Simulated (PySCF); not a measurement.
Compound: MoF4 (triplet state).
Bonds: Mo1–F2, Mo1–F3, Mo1–F4, Mo1–F5.

Computed by this run: PBE0-D3(BJ)/def2-SVP geometry optimisation, gas phase, def2 core potentials past Kr in PySCF 2.14.0; unrestricted, density fitting, grid level 1; the optimiser is geomeTRIC in internal coordinates, started from a GFN2-xTB structure with every atom displaced at random (about 0.03 Å).

Step 2: E = -12708.0255 eV
```
atom  x, y, z in Å  |  force x, y, z in eV/Å
Mo1     0.0562   -0.0495    0.0238    0.301   0.047   0.050
F2      0.1963   -0.0320    1.8489   -0.322  -0.024   0.286
F3      1.8306   -0.0218   -0.4458    0.028  -0.042  -0.331
F4     -0.9591    1.2882   -0.7270   -0.032   0.399  -0.015
F5     -1.0492   -1.2953   -0.7621    0.025  -0.380   0.011
```

Step 3: E = -12708.1241 eV
```
atom  x, y, z in Å  |  force x, y, z in eV/Å
Mo1     0.0648   -0.0339    0.0268   -0.117   0.117  -0.164
F2      0.0751   -0.0398    1.8700   -0.100  -0.003  -0.105
F3      1.8130   -0.0372   -0.5662   -0.185  -0.014  -0.029
F4     -0.9059    1.3821   -0.6829    0.221  -0.146   0.167
F5     -0.9722   -1.3817   -0.7099    0.182   0.047   0.132
```

Step 4: E = -12708.1449 eV
```
atom  x, y, z in Å  |  force x, y, z in eV/Å
Mo1     0.0637   -0.0245    0.0240    0.067  -0.015  -0.036
F2      0.0023   -0.0422    1.8667    0.020   0.002  -0.018
F3      1.7897   -0.0442   -0.6333   -0.096  -0.001   0.049
F4     -0.8622    1.4235   -0.6470    0.004   0.102  -0.001
F5     -0.9187   -1.4231   -0.6726    0.004  -0.089   0.007
```

**Question.** Estimate the geometry and energy of step 5. (The exact step hangs on the optimiser's Hessian estimate; all steps are aligned on step 4, rigid shifts and turns removed.)

**Answer.** E = -12708.1483 eV, largest force 0.105 eV/Å
```
atom  x, y, z in Å  |  force x, y, z in eV/Å
Mo1     0.0589   -0.0223    0.0202   -0.062  -0.016  -0.083
F2     -0.0156   -0.0430    1.8627    0.041   0.003  -0.007
F3      1.7791   -0.0461   -0.6487   -0.040   0.002   0.052
F4     -0.8468    1.4479   -0.6356    0.033   0.030   0.016
F5     -0.9008   -1.4470   -0.6607    0.028  -0.019   0.023
```

The energy changes by -0.0034 eV. The first-order estimate −F·Δx gives -0.0046 eV and the mean of the old and new forces, exact on a quadratic surface, -0.0034 eV. The step makes an angle of 63° with the force vector and moves no atom by more than 0.032 Å.

What follows is the cost of the whole optimisation. Time: 2.3 min; peak memory 0.37 GiB. Hardware: one thread of an Arm Neoverse N1, shared host with 64 logical CPUs at a one-minute load of 60.
